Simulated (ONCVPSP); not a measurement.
## Ni (Z = 28), ONCV: configuration errors across variants

```json
{
  "Element": "nickel (Ni)",
  "Generator": "ONCVPSP 4.0.1",
  "Type": "optimised norm-conserving Vanderbilt (ONCV)",
  "Functional": "PBEsol",
  "Relativity": "scalar-relativistic",
  "Frozen core": "[Ne] 3s2",
  "Valence charge": "16",
  "Reference configuration": "3p6 3d9 4s1",
  "Partial waves": "4s: rc 1.90 bohr, ncon 3, nbas 7, qcut 3.6 1/bohr, 2 projectors, debl 3.8 Ha; 3p: rc 0.70 bohr, ncon 5, nbas 9, qcut 9.9 1/bohr, 3 projectors, debl 1.9 Ha; 3d: rc 1.60 bohr, ncon 4, nbas 8, qcut 8.2 1/bohr, 1 projector",
  "Local potential": "polynomial inside 0.55 bohr (lpopt 4, dvloc0 6 Ha)",
  "Core correction": "Teter function fitted to the true core (icmod 2), fcfact 0.35"
}
```

In the p channel the program set the typed energies aside and used -2.438, 0.250, 2.150 Ha.

All-electron excitation energies from the reference (eV): (1) 3p6 3d8 4s2 1.610; (2) 3p6 3d8 4s1 10.947; (3) 3p6 3d8 4s0 28.208; (4) 3p5 3d8 4s2 81.005.

A true bound ghost makes a file unfit for plane-wave use even where its test errors are small: the radial tests pick states by their node count and pass the ghost by.

Errors AE − PS in meV (a dash: test not solved or not reliable):

```csv
change,(1),(2),(3),(4),bound ghosts,GHOST(+) flags above zero
base,-7.9,-3.3,-2.4,-893,"s, p",none
"all radii but the core radius scaled by about 0.80 (s 1.52, p 0.56, d 1.28 bohr); local potential polynomial inside 0.44 bohr (lpopt 4, dvloc0 6 Ha)",-29,-15,-1.3,-653,"s, p","s, p"
"all radii but the core radius scaled by about 0.94 (s 1.78, p 0.66, d 1.50 bohr); local potential polynomial inside 0.52 bohr (lpopt 4, dvloc0 6 Ha)",-19,-8.3,-0.2,-825,"s, p","s, p"
"all radii but the core radius scaled by about 1.09 (s 2.08, p 0.76, d 1.74 bohr); local potential polynomial inside 0.60 bohr (lpopt 4, dvloc0 6 Ha)",+16,+7.7,-8.4,-955,"s, p",none
"all radii but the core radius scaled by about 1.18 (s 2.24, p 0.82, d 1.88 bohr); local potential polynomial inside 0.64 bohr (lpopt 4, dvloc0 6 Ha)",+47,+23,-16,-985,"s, p",none
"all radii but the core radius scaled by about 1.22 (s 2.32, p 0.86, d 1.94 bohr); local potential polynomial inside 0.66 bohr (lpopt 4, dvloc0 6 Ha)",+62,+31,-21,-982,"s, p",none
"all radii but the core radius scaled by about 1.33 (s 2.52, p 0.94, d 2.14 bohr); local potential polynomial inside 0.74 bohr (lpopt 4, dvloc0 6 Ha)",+120,+69,-33,-963,none,s
```

(1) Give the same row for: all radii but the core radius scaled by about 0.87 (s 1.66, p 0.60, d 1.40 bohr); local potential polynomial inside 0.48 bohr (lpopt 4, dvloc0 6 Ha).

Results:

(1) -26, -11, 0.0, -735; bound ghosts: s, p; GHOST(+) flags above zero: s, p.
